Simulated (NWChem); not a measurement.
System: C2H3F3Si; SMILES C=C[Si](F)(F)F

The following NWChem deck was run.

```
start job
memory heap 200 mb stack 900 mb global 1100 mb
geometry units angstroms noautoz
  C     -0.093175     2.428895     0.000346
  C      0.718535     1.363099    -0.004635
  Si     0.039513    -0.342061    -0.000537
  F      0.468021    -1.172794    -1.295388
  F      0.527544    -1.188004     1.262934
  F     -1.556408    -0.290298     0.035568
  H     -1.175767     2.325449     0.008084
  H      0.288791     3.447958    -0.002570
  H      1.797493     1.516024    -0.011454
end
basis spherical
  * library def2-tzvp
end
dft
  xc pw6b95
  iterations 150
  semidirect filesize 400000000
  mulliken
end
task dft energy
```

Coordinates come from a B3LYP/6-31G* (spherical d) optimisation.

What results follow from this input? (PW6B95/def2-TZVP.) Quantities: energy (Ha); highest occupied level (eV); orbital gap (eV); dipole (D).


```json
{
 "energy (Ha)": "-668.08",
 "highest occupied level (eV)": "-8.98",
 "orbital gap (eV)": "7.77",
 "dipole (D)": "2.74"
}
```
